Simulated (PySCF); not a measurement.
# What the low excited states add to the polarisability

Compound: C7H12P (charge +1).
Structure used (PBE0-D3(BJ)/def2-SVP), in Å, numbered top down from 1:
```
atom  x, y, z in Å
C1     1.6653   -2.0922   -1.2560
C2     1.7617   -0.7578   -1.1998
C3     0.7118    0.1360   -0.7375
C4     0.7198    1.4895   -0.7161
C5    -0.4597    2.2236   -0.1654
C6    -1.6163    1.2281    0.0509
P7    -0.8269   -0.4071    0.0085
C8    -0.6188   -1.1901    1.6146
H9     2.4926   -2.7047   -1.6198
H10    0.7611   -2.6339   -0.9566
H11    2.6849   -0.2681   -1.5262
H12    1.5900    2.0492   -1.0752
H13   -0.7667    3.0394   -0.8391
H14   -0.1743    2.7168    0.7806
H15   -2.1784    1.3863    0.9822
H16   -2.3363    1.2643   -0.7810
H17   -1.5546   -1.3016   -0.8064
H18   -0.0026   -2.0944    1.5073
H19   -0.1090   -0.4860    2.2880
H20   -1.6006   -1.4619    2.0297
```

Method used: PySCF, TDDFT CAM-B3LYP/def2-SVPD, vertical, gas phase, core orbitals frozen in the response.

Computed singlets:

```json
{"state": "S1", "E (eV)": "5.51", "f": "0.437"}
{"state": "S2", "E (eV)": "6.36", "f": "0.0025"}
{"state": "S3", "E (eV)": "6.52", "f": "0.120"}
{"state": "S4", "E (eV)": "6.81", "f": "0.0065"}
{"state": "S5", "E (eV)": "7.24", "f": "0.0026"}
{"state": "S6", "E (eV)": "7.39", "f": "0.020"}
{"state": "S7", "E (eV)": "7.52", "f": "0.038"}
{"state": "S8", "E (eV)": "7.77", "f": "0.0065"}
{"state": "S9", "E (eV)": "8.00", "f": "0.0044"}
{"state": "S10", "E (eV)": "8.03", "f": "0.015"}
```

Problem. Build the mean polarisability up from these states and compare it with the full response value.

Solution. Each state adds f / ΔE² (ΔE in hartree, 27.2114 eV).

```
state  f/ΔE² (au)  running sum (au)  running share of α (%)
   S1       10.67             10.67                    10.7
   S2        0.05             10.72                    10.7
   S3        2.10             12.81                    12.8
   S4        0.10             12.92                    12.9
   S5        0.04             12.95                    13.0
   S6        0.28             13.23                    13.2
   S7        0.49             13.72                    13.7
   S8        0.08             13.80                    13.8
   S9        0.05             13.85                    13.9
  S10        0.17             14.02                    14.0
```

The full response gives 99.95 au (14.81 Å³), so 85.9 au comes from the higher roots of the same equations.

Problem. By how much does the contribution of these states grow at 1064 nm?

Solution. With ω = 0.0428 hartree each state's term in the mean polarisability goes from f / ΔE² to f / (ΔE² − ω²); the sum over all 10 states goes from 14.02 to 14.62 au, a rise of 0.60 au.

The largest single term belongs to S1, which also has the largest f.

A one-level model with all 44 active electrons at a single energy would need ΔE = √(N/α) = 18.1 eV to give this α, against S1 at 5.51 eV.

Time: 3.8 min; peak memory 1.3 GiB. Hardware: one thread, Intel Xeon Platinum 8259CL at 2.50 GHz (x86_64) (shared host).

One conformer stands for the species.
